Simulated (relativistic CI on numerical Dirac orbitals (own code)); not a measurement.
# Zr²⁺: 3p photoemission

Computed with this model: Dirac-Coulomb-Breit CI, KLI orbitals optimised for each configuration, QED by a radiative potential, valence Slater integrals scaled by 0.8, multiplet model of photoemission in the sudden approximation; configurations [Kr] 4d2 → [Ne] 3s2 3p5 3d10 4s2 4p6 4d2; 300 K; Lorentzian 1.4 eV and Gaussian 0.6 eV FWHM. Energies are those of the free ion, without screening or charge transfer. The energies are binding energies and can lie tens of eV above those of solids. S is read from ⟨S²⟩ = S(S + 1).

free ion: ground-state S = 1.00, centroid 363.03 eV. Peaks (eV, height): 358.4 (100), 372.4 (52).

Strongest unbroadened transitions for free ion:

| Energy (eV) | Relative strength |
| --- | --- |
| 358.02 | 32.8 |
| 358.09 | 44.1 |
| 358.14 | 3.4 |
| 358.21 | 29.2 |
| 358.33 | 10.7 |
| 358.35 | 100.0 |
| 358.36 | 3.2 |
| 358.43 | 31.3 |
| 358.55 | 60.4 |
| 358.57 | 2.9 |
| 358.64 | 17.0 |
| 358.67 | 4.4 |
| 358.84 | 4.9 |
| 359.91 | 2.8 |
| 372.21 | 90.8 |
| 372.26 | 7.4 |
| 372.39 | 5.8 |
| 372.46 | 71.8 |
